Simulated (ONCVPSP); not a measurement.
**Building the ONCV potential for Be (Z = 4) (PBE, scalar-relativistic).**

| Item | Value |
| --- | --- |
| Element | Be (Z = 4) |
| Generator | ONCVPSP 4.0.1 |
| Type | optimised norm-conserving Vanderbilt (ONCV) |
| Functional | PBE |
| Relativity | scalar-relativistic |
| Frozen core | [He] |
| Valence charge | 2 |
| Reference configuration | 2s1 (charge +1) |
| Partial waves | 2s: rc 1.60 bohr, ncon 4, nbas 7, qcut 3.4 1/bohr, 2 projectors, debl 1.7 Ha; p scattering state at 0.25 Ha: rc 1.65 bohr, ncon 4, nbas 8, qcut 4.9 1/bohr, 2 projectors, debl 0.4 Ha; d scattering state at 0.13 Ha: rc 1.60 bohr, ncon 3, nbas 6, qcut 5.6 1/bohr, 2 projectors, debl 2.6 Ha |
| Local potential | polynomial inside 1.40 bohr (lpopt 5, dvloc0 6 Ha) |
| Core correction | Teter function fitted to the true core (icmod 2), fcfact 0.2 |

In the p channel the program set the typed energies aside and used 0.050, 0.450 Ha.

All-electron outer shells of the reference configuration (PBE, scalar-relativistic, ld1.x):

```tsv
shell	level (eV)	outermost node (bohr)	outermost maximum (bohr)
1s	-117.79	–	0.27
2s	-13.70	0.59	1.89
```

What the tests gave:

| Item | Value |
| --- | --- |
| Cutoffs needed | 6.8 Ha and 30 Ha (the cutoffs (Ha) at which the residual kinetic energy of the hardest occupied pseudo-wave falls to 1 and 0.1 mHa per electron) |
| Ghost test | no bound ghost flagged; no localised positive-energy state flagged |
| Largest excitation error | +37 meV (all-electron minus pseudo) for 2s0 2p2, out of 4 test configurations |
| rms error of d²Exc/dni dnj | 6.37 mHa without and 7.22 mHa with the model core |

Generation and tests took about 2.2 s on one core of a shared server CPU.
